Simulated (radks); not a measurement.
Values are calculated unless marked as measured or tabulated.
Q: Numerical settings for the selenium ion Se+, [Ar] 3d10 4s2 4p3. Code: a radial shooting solver on a logarithmic mesh with Libxc functionals. Model: Dirac Kohn-Sham, PBE, spin-unpolarised, spherical densities, finite nucleus; open shells fill j = l - 1/2 first; Fermi nuclear charge, rms radius 4.14 fm. The defaults (mesh step 0.008 in ln r, mesh end at 40 bohr or more with all orbitals vanishing there, Anderson mixing 0.5 over 9 steps, residual threshold near 1e-9 with the energy settled to 1e-9 hartree or 1e-11 of itself, here a cap of 70 iterations) give E = -2429.7109 hartree and 4p3/2 at -15.192 eV in 15 iterations. Run on one thread of a shared host, so times are rough (Arm Neoverse N1): 0.13 s of CPU time, 0.13 s wall, 15 iterations on 2259 mesh points. One setting is changed at a time: mesh step in ln r 0.05; mesh step in ln r 0.02; mesh step in ln r 0.2; mesh end (bohr) 400; mesh end (bohr) 2; residual threshold 0.01; residual threshold 1e-16; mixing 1.5; linear mixing, mixing 0.8; linear mixing, mixing 0.05; mixing history 2; iteration cap 3. Which runs fail to converge, and which converge to a wrong energy?

A: Not converged within the cap: mesh step in ln r 0.2; residual threshold 1e-16; linear mixing, mixing 0.8; linear mixing, mixing 0.05; iteration cap 3. Settled on a wrong energy, with an occupied level pushed above zero by the early mesh end: mesh end (bohr) 2 (+7.37 hartree). Apart from these: no run marked as converged misses the energy by more than 1 mhartree.
